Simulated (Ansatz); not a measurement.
Ansatz (a quantum-chemistry and plane-wave program) input:

Ansatz 0.2 input:
```yaml
crystal:
  periodic: [false, false, false]
  atoms:
    - {symbol: Bi, position_ang: [-0.25936826, -0.14047736, 0.35475257]}
    - {symbol: Cl, position_ang: [-0.27877501, 1.98066989, -0.88423080]}
    - {symbol: Cl, position_ang: [1.54510241, -1.29480986, -0.84779644]}
basis:
  gaussian:
    orbitals: def2-TZVP
hamiltonian:
  xc: b3lyp
  dispersion: d3bj
magnetization: {spin_polarized: true, initial_magnetization: 1}
phonons: {temperatures: {t_min: 298.15, t_max: 298.15, t_step: 100}}
```

**Question.** What final total energy does it print?

**Answer.** -1135.25465 Eh (B3LYP-D3(BJ)/def2-TZVP). The basis has 124 functions.

It need not be the lowest isomer of its formula.
